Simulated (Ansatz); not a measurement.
One change: `[OH][Al]([F])[O][SiH3]` becomes `[OH][Al]([OH])[F]`.

Ansatz, PBE0-D4/def2-TZVP geometries, multiplicity 1. Each molecule was computed in one conformer, which needn't be the lowest.

```json
{"property": "HOMO energy (B3LYP/def2-TZVPP) / eV", "`[OH][Al]([F])[O][SiH3]`": "-8.75"}
{"property": "LUMO energy (ωB97M-V/def2-TZVPP) / eV", "`[OH][Al]([F])[O][SiH3]`": "0.64"}
{"property": "HOMO–LUMO gap (B3LYP/def2-TZVPP) / eV", "`[OH][Al]([F])[O][SiH3]`": "7.49"}
{"property": "HOMO energy (ωB97M-V/def2-TZVPP) / eV", "`[OH][Al]([F])[O][SiH3]`": "-11.27"}
{"property": "HOMO energy (PBE0/def2-TZVPP) / eV", "`[OH][Al]([F])[O][SiH3]`": "-8.96"}
{"property": "size of the dipole moment (ωB97M-V/def2-TZVPP) / D", "`[OH][Al]([F])[O][SiH3]`": "2.17"}
```

(1) What does the change do to each property? (Estimate.)

## Answers

(1) The calculation gave: 
```csv
property,`[OH][Al]([OH])[F]`,shift
HOMO energy (B3LYP/def2-TZVPP) / eV,-9.06,-0.31
LUMO energy (ωB97M-V/def2-TZVPP) / eV,0.84,0.20
HOMO–LUMO gap (B3LYP/def2-TZVPP) / eV,7.95,0.46
HOMO energy (ωB97M-V/def2-TZVPP) / eV,-11.83,-0.56
HOMO energy (PBE0/def2-TZVPP) / eV,-9.34,-0.38
size of the dipole moment (ωB97M-V/def2-TZVPP) / D,0.77,-1.40
```

With PBE0 the HOMO falls by 0.38 eV and the LUMO rises by 0.20 eV, so the gap widens by about 0.58 eV. PBE moves the HOMO by -0.12 eV and ωB97M-V by -0.56 eV. Dipoles are sizes alone; their direction can turn.

B3LYP here is the variant with VWN-RPA as its local correlation; programs differ in this.
